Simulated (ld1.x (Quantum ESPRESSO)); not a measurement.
Reading a pseudo-wave (iodine)

Columns: radius, all-electron u(r) and pseudo u(r) of the 4d shell (level -59.81 eV) of iodine in the configuration [Kr] 4d10 5s2 5p4; PBE, scalar-relativistic, TM semilocal scheme, ld1.x (Quantum ESPRESSO) 7.5.

```json
{"r (bohr)": "0.098", "all-electron": "0.3730", "pseudo": "-0.0109"}
{"r (bohr)": "0.195", "all-electron": "0.6184", "pseudo": "-0.0796"}
{"r (bohr)": "0.292", "all-electron": "0.3159", "pseudo": "-0.2369"}
{"r (bohr)": "0.390", "all-electron": "-0.1934", "pseudo": "-0.4742"}
{"r (bohr)": "0.488", "all-electron": "-0.6453", "pseudo": "-0.7404"}
{"r (bohr)": "0.585", "all-electron": "-0.9471", "pseudo": "-0.9693"}
{"r (bohr)": "0.682", "all-electron": "-1.1033", "pseudo": "-1.1168"}
{"r (bohr)": "0.780", "all-electron": "-1.1462", "pseudo": "-1.1679"}
{"r (bohr)": "0.878", "all-electron": "-1.1124", "pseudo": "-1.1360"}
{"r (bohr)": "0.975", "all-electron": "-1.0346", "pseudo": "-1.0520"}
{"r (bohr)": "1.072", "all-electron": "-0.9351", "pseudo": "-0.9440"}
{"r (bohr)": "1.170", "all-electron": "-0.8271", "pseudo": "-0.8301"}
{"r (bohr)": "1.268", "all-electron": "-0.7208", "pseudo": "-0.7214"}
{"r (bohr)": "1.365", "all-electron": "-0.6224", "pseudo": "-0.6224"}
{"r (bohr)": "1.463", "all-electron": "-0.5322", "pseudo": "-0.5322"}
{"r (bohr)": "1.560", "all-electron": "-0.4531", "pseudo": "-0.4531"}
{"r (bohr)": "1.658", "all-electron": "-0.3832", "pseudo": "-0.3832"}
{"r (bohr)": "1.755", "all-electron": "-0.3235", "pseudo": "-0.3235"}
{"r (bohr)": "1.852", "all-electron": "-0.2721", "pseudo": "-0.2721"}
{"r (bohr)": "1.950", "all-electron": "-0.2278", "pseudo": "-0.2278"}
{"r (bohr)": "2.047", "all-electron": "-0.1907", "pseudo": "-0.1907"}
{"r (bohr)": "2.145", "all-electron": "-0.1590", "pseudo": "-0.1590"}
{"r (bohr)": "2.242", "all-electron": "-0.1326", "pseudo": "-0.1326"}
{"r (bohr)": "2.340", "all-electron": "-0.1102", "pseudo": "-0.1102"}
{"r (bohr)": "2.438", "all-electron": "-0.0914", "pseudo": "-0.0914"}
{"r (bohr)": "2.535", "all-electron": "-0.0759", "pseudo": "-0.0759"}
```

Task: How many radial nodes do the two functions have?

Result: The all-electron 4d function has n − l − 1 = 1; the pseudo-wave has 0, since the states of the same l below it are removed with the core.

Task: At about which radius was the pseudo-wave matched?

Result: 1.45 bohr, where the columns begin to agree (steps of 0.10 bohr).

Task: Is the pseudo-wave norm-conserving?

Result: Yes: the TM semilocal scheme keeps the norm inside the radius equal to the all-electron one, which fixes the energy derivative of the logarithmic derivative at the level.
